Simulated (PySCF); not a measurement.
C3H7NSi. Atoms are numbered in the order given.

```xyz
12

C     -0.7707     2.4414     0.0000
C      0.1758     1.5343     0.0000
C      1.1319     0.6243     0.0000
N      0.9493    -0.7626     0.0000
Si    -0.5989    -1.5786     0.0000
H     -1.1904     2.8439    -0.9323
H     -1.1904     2.8439     0.9323
H      2.1768     0.9589     0.0000
H      1.8042    -1.3046     0.0000
H     -1.4049    -1.2353     1.2069
H     -0.2729    -3.0322     0.0000
H     -1.4049    -1.2353    -1.2069
```
Charge 0, spin multiplicity 1.

The structure is a stationary point at B3LYP-D3(BJ)/def2-SVP. The structure was generated by enumeration, and PubChem lists no compound with its InChIKey, so it may never have been made. One conformer was computed; it need not be the lowest.

Computed with SMD-B3LYP/def2-SVP run with PySCF.

Solvation free energies are E(SMD) − E(gas) at the gas-phase geometry, for 1 M in both phases. In vacuum the dipole moment is 1.31 D.

Question: Rank water, chlorobenzene, dichloromethane by solvation free energy, most negative first.

Answer: dichloromethane (-4.1 kcal/mol), chlorobenzene (-3.6 kcal/mol), water (0.8 kcal/mol)
